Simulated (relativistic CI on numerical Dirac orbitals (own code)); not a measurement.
Hyperfine structure of Pd⁴¹⁺, mass number 105

Computed by Dirac-Coulomb-Breit CI, separate exchange-only KLI orbitals for each configuration, model QED, unscaled Slater integrals (own radial code, finite nucleus).

Configuration list (outside the closed core 1s2): 2s²2p, 2s2p², 2p³, 2p²3s, 2p²3p, 2p²3d, 2s²3s, 2s²3p, 2s²3d, 2s2p3s, 2s2p3p, 2s2p3d, 2s²4s, 2s²4p, 2s²4d, 2s²4f. Levels of other configurations are missing.

Nuclear spin I = 5/2, μ = -0.642 μN, Q = 0.66 b (tables of Stone and Pyykkö). The electronic factors are computed for point nuclear moments, without core polarisation or the Bohr-Weisskopf and QED corrections.

| Level | E (eV) | A (GHz) | B (GHz) |
| --- | --- | --- | --- |
| 2s²2p ²P°1/2 | 0.000 | -292 |  |
| 2s2p² ⁴P1/2 | 127.850 | -845.6 |  |
| 2s²2p ²P°3/2 | 177.667 | -48.65 | 232 |
| 2s2p² ⁴P3/2 | 267.552 | -235.8 | 185 |
| 2s2p² ⁴P5/2 | 294.315 | -266 | 102 |
| 2s2p² ²D3/2 | 337.191 | 0.6089 | 174 |
| 2s2p² ²P1/2 | 340.504 | 232.9 |  |
| 2s2p² ²D5/2 | 464.285 | -226.4 | 129 |

Levels with J = 0, under 50 % of one LS term, or S terms without an open s electron are left out. Small factors come from cancelling terms and can be off by tens of per cent or more.

At this charge energies of transitions that change n are usually good to better than 1 %, and those within a shell (Δn = 0) to a few per cent.

**Question.** Give the hyperfine levels of 2s²2p ²P°1/2 relative to its centre of gravity.

**Answer.** With K = F(F + 1) − I(I + 1) − J(J + 1), E = AK/2: F = 2: 510.9, F = 3: -364.9 GHz.

LS names give the leading component of a level, which can be under half, so a name can repeat, a term be missing and a line seem to break the LS rules.
